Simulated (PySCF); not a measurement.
Simulated absorption spectrum

H10OSi5.
Numbering: `[O:1]1[SiH2:2][SiH2:3][SiH2:4][SiH2:5][SiH2:6]1` (hydrogens: H7, H8 on Si2; H9, H10 on Si3; H11, H12 on Si4; H13, H14 on Si5; H15, H16 on Si6)

Geometry (GFN2-xTB, Å), atoms numbered from 1 in this order:
```
atom  x, y, z in Å
O1    -0.2884    1.7075   -0.3711
Si2   -1.8270    1.2197   -0.1544
Si3   -1.7576   -1.0893   -0.0950
Si4    0.3221   -1.9077    0.5937
Si5    2.0144   -0.4599   -0.1206
Si6    1.3296    1.7465   -0.1885
H7    -2.5367    1.8606   -1.2641
H8    -2.2674    1.8560    1.0931
H9    -2.8744   -1.5991    0.7192
H10   -2.0622   -1.6374   -1.4309
H11    0.5528   -3.3060    0.1888
H12    0.3456   -1.9982    2.0667
H13    2.4685   -0.8870   -1.4587
H14    3.2418   -0.5724    0.6864
H15    1.7666    2.5677   -1.3205
H16    1.5648    2.5080    1.0442
```

Method used: PySCF 2.14.0, density-fitted response routines, TDDFT B3LYP/def2-SVPD, vertical, gas phase, core orbitals frozen in the response.

Computed states:

```json
{"state": "S1", "E (eV)": "5.25", "f": "0.028"}
{"state": "S2", "E (eV)": "5.52", "f": "0.0068"}
{"state": "S3", "E (eV)": "5.80", "f": "0.055"}
{"state": "S4", "E (eV)": "5.89", "f": "0.024"}
{"state": "S5", "E (eV)": "6.04", "f": "0.0048"}
{"state": "S6", "E (eV)": "6.12", "f": "0.0048"}
{"state": "S7", "E (eV)": "6.20", "f": "0.0034"}
{"state": "S8", "E (eV)": "6.47", "f": "0.0091"}
```

Each state is given a Gaussian of 0.3 eV full width at half maximum, with ε(max) = 2.175×10⁸ f / Δν̃ (Δν̃ the width in cm⁻¹). The width is an assumption, not a result. The curve ends short of the highest state used, and states not computed would add to its high-energy end.

(1) Give the broadened spectrum and its maxima.

(2) On this curve, what absorbance would a 10⁻⁵ mol/L sample give at 248 nm over a 1 cm path?

(3) Coming from long wavelengths, where does ε first pass 100 L mol⁻¹ cm⁻¹?

Results:

(1) 
```
λ (nm)  ε (L mol⁻¹ cm⁻¹)
 211.2              6694
 212.3              6903
 213.4              6808
 214.5              6425
 215.6              5809
 216.7              5048
 217.8              4235
 218.9              3453
 220.0              2766
 221.1              2207
 222.2              1788
 223.3              1501
 224.4              1332
 225.4              1266
 226.5              1276
 227.6              1359
 228.7              1502
 229.8              1690
 230.9              1902
 232.0              2117
 233.1              2309
 234.2              2453
 235.3              2530
 236.4              2528
 237.5              2445
 238.6              2287
 239.7              2070
 240.8              1814
 241.9              1540
 243.0              1266
 244.1              1010
 245.2               782
 246.3               588
 247.4               430
 248.4               315
 249.5               219
 250.6               148
 251.7                97
 252.8                63
 253.9                39
 255.0                24
 256.1                14
 257.2                 8
 258.3                 5
```

Maxima: 236 nm (5.26 eV), ε about 2500, made up of S1 (97%); 212 nm (5.83 eV), ε about 6900, made up of S3 (69%) and S4 (28%) (ε in L mol⁻¹ cm⁻¹; maxima over ε = 5, shares over 10%).

(2) 248 nm is 4.999 eV, where ε is about 360 L mol⁻¹ cm⁻¹, so A = ε c l ≈ 0.0036 (Beer–Lambert, with the gas-phase spectrum and the assumed width).

(3) At about 252 nm (4.93 eV), 0.32 eV below S1.

One conformer stands for the species.
